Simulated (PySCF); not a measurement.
Ne: excitation energy

Ne [Ne] (1S) → Ne [He] 2s2 2p5 3s1 (3P), as a difference of total energies. Computed with PySCF 2.14 in aug-cc-pCVTZ-DK with one added diffuse shell each of s, p, d, f type (8s7p5d3f, 75 functions), with the spin-free X2C one-electron Hamiltonian (Gaussian nucleus). Correlated levels: valence: 1s2 frozen; valence and next inner shell: nothing frozen. The calculations carry no spin-orbit coupling.

```json
{"method": "UHF", "excitation energy (cm⁻¹)": "120270"}
{"method": "LDA", "excitation energy (cm⁻¹)": "137280"}
{"method": "PBE", "excitation energy (cm⁻¹)": "133160"}
{"method": "PBE0", "excitation energy (cm⁻¹)": "132000"}
{"method": "r2SCAN", "excitation energy (cm⁻¹)": "133430"}
{"method": "TPSS", "excitation energy (cm⁻¹)": "133250"}
{"method": "wB97X-V", "excitation energy (cm⁻¹)": "133880"}
{"method": "MP2 (valence)", "excitation energy (cm⁻¹)": "135020"}
{"method": "SCS-MP2 (valence)", "excitation energy (cm⁻¹)": "134110"}
{"method": "MP2 (valence and next inner shell)", "excitation energy (cm⁻¹)": "135160"}
{"method": "SCS-MP2 (valence and next inner shell)", "excitation energy (cm⁻¹)": "134190"}
```

Q: Estimate what r2SCANh gives.

A: 132860 cm⁻¹, closest to PBE among the rows shown.

Q: Estimate what HSE06 gives.

A: 131990 cm⁻¹, closest to PBE0 among the rows shown.

A first-order spin-orbit estimate (lowest level to lowest level, LS coupling) adds -0.032 eV.

The promoted electron is Rydberg-like, and one or two diffuse shells describe it only roughly, which tends to raise the upper state.
